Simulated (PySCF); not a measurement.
# Bond length, frequency and bond energy of KRb by level of theory

State: ¹Σ⁺ (singlet), closed shell. Set-up: K def2-SVPD, Rb def2-SVPD with ECP28; scalar-relativistic core potentials (PySCF 2.14). De refers to K + Rb in their ground configurations, without counterpoise correction. A positive dipole means K(−)Rb(+).

```
      Level  Re (Å)  ωe (cm⁻¹)  De (eV)  μ (D)  CPU s a point (SCF and correlation, without the integrals)
    RHF-MP2   4.107       75.9    0.305    n/a                                                        0.16
RHF-SCS-MP2   4.145       74.4    0.359    n/a                                                         n/a
   RHF-CCSD   4.157       72.2    0.419    n/a                                                         n/a
RHF-CCSD(T)   4.165       70.4    0.459    n/a                                                         3.8
        LDA   3.978       77.2     0.65   0.28                                                         0.6
        PBE   4.139       72.2     0.56   0.51                                                         1.1
     r²SCAN   4.226       71.7    0.363   0.50                                                         1.3
       PBE0   4.157       74.2    0.483   0.57                                                         1.6
  BHandHLYP   4.128       74.9    0.422   0.56                                                         0.6
     M06-2X   3.966       81.7     0.70  -0.14                                                         1.2
```

The bond length runs from 3.966 Å (M06-2X) to 4.226 Å (r²SCAN). De spans 0.31 eV (RHF-MP2, perturbation theory) to 0.70 eV (M06-2X, hybrid meta-GGA).

Correlated steps freeze 5 core orbitals. Closed-shell solutions of metal pairs were not tested for spin polarisation, which can lower them a little. Correlated levels converge slowly with the basis: in double zeta they bind strong bonds too weakly, by up to about 1 eV, and carry superposition errors of some tenths. Where the molecule has an RHF reference, its open-shell atoms are computed with UHF.

The whole job (state search and all levels along the bond) took about 2.8 min on 1 thread of Arm Neoverse N1 (shared host), peak memory 0.67 GiB.
